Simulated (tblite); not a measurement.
Species: C₂H₈O₃Si₂.
Numbering: `[O:1]=[CH:2][SiH2:3][O:4][CH2:5][O:6][SiH3:7]` (hydrogens: H8 on C2; H9, H10 on Si3; H11, H12 on C5; H13, H14, H15 on Si7)

Structure used (GFN2-xTB), in Å, numbered top down from 1:
```
atom  x, y, z in Å
O1     3.7921    1.2429   -0.1713
C2     2.7882    0.6859   -0.5324
Si3    1.4466    0.0522    0.6757
O4     0.4848   -0.7318   -0.3791
C5    -0.6934   -1.3882   -0.0773
O6    -1.6182   -0.5750    0.5232
Si7   -2.3574    0.7273   -0.1348
H8     2.6179    0.5301   -1.6205
H9     2.0143   -0.8651    1.6652
H10    0.7965    1.1745    1.3495
H11   -0.4882   -2.2177    0.6143
H12   -1.0859   -1.7935   -1.0210
H13   -3.2042    1.0674    0.9956
H14   -3.0939    0.3241   -1.3364
H15   -1.4035    1.7750   -0.5009
```

Calculated harmonic vibrations of the isolated species, GFN2-xTB (tblite), most abundant isotopes, no scaling. Against measured fundamentals such values can be off by several per cent, at times by over 20. Modes of hydrogen on silicon can be 10 to 20 % off. One conformer, not necessarily the lowest.

Harmonic wavenumbers (cm⁻¹): 30.7, 62.2, 84.6, 88.1, 116.2, 146.5, 182.3, 257.8, 342.3, 443.5, 527.2, 591.5, 615.1, 656.9, 691.3, 734.9, 736.8, 756.0, 771.4, 779.3, 797.1, 806.3, 829.0, 1094.3, 1106.5, 1145.4, 1260.1, 1347.7, 1366.2, 1492.5, 1758.6, 2225.5, 2242.8, 2260.3, 2279.9, 2355.4, 2691.4, 2877.0, 2904.9.

A = 4113, B = 771.3, C = 711.1 MHz; mass 136.001 u (most abundant isotopes); point group C1, symmetry number 1.

Q: What is the zero-point energy?

A: Half the sum of the wavenumbers: 20728 cm⁻¹ = 59.26 kcal/mol.

Q: Give the ideal-gas entropy at 273.15 K and 1 bar in the rigid-rotor, harmonic-oscillator model (classical rotation).

A: Translation 40.23, rotation 29.08, vibration 31.25: S = 100.6 cal/(mol K).

Q: And Cp and H(273.15 K) − H(0)?

A: Cp = 35.97 cal/(mol K), of which vibrations give 28.02 (their classical limit is 39 R = 77.5); H(273.15 K) − H(0) = 6.36 kcal/mol without the zero-point energy, 4.19 from vibrations.

Q: How do the functions run with temperature in this model?

A: 
| T (K) | S (cal/(mol K)) | Cp (cal/(mol K)) | H − H(0) (kcal/mol) | G − H(0) (kcal/mol) | ln q(vib) |
| --- | --- | --- | --- | --- | --- |
| 150 | 82.7 | 24.8 | 2.62 | -9.79 | 4.35 |
| 250 | 97.5 | 33.9 | 5.55 | -18.82 | 7.35 |
| 298.15 | 103.8 | 38.1 | 7.28 | -23.66 | 8.71 |
| 400 | 116.1 | 45.8 | 11.57 | -34.87 | 11.47 |
| 600 | 136.9 | 56.7 | 21.90 | -60.24 | 16.50 |
| 900 | 162.0 | 66.9 | 40.58 | -105.23 | 23.19 |

q(vib) and H(0) count from the zero-point level.

Q: Which modes carry the vibrational entropy at 273.15 K?

A: 30.7 cm⁻¹: 5.61; 62.2 cm⁻¹: 4.21; 84.6 cm⁻¹: 3.61; 88.1 cm⁻¹: 3.53; 116.2 cm⁻¹: 2.99; 146.5 cm⁻¹: 2.55 cal/(mol K); the other 33 give 8.74 together.

Hindered rotation and anharmonicity are outside this model. Other conformers, if any are populated, would add a mixing term that is left out. The structure is chiral; the term R ln 2 for an equal mix with its mirror image is left out.
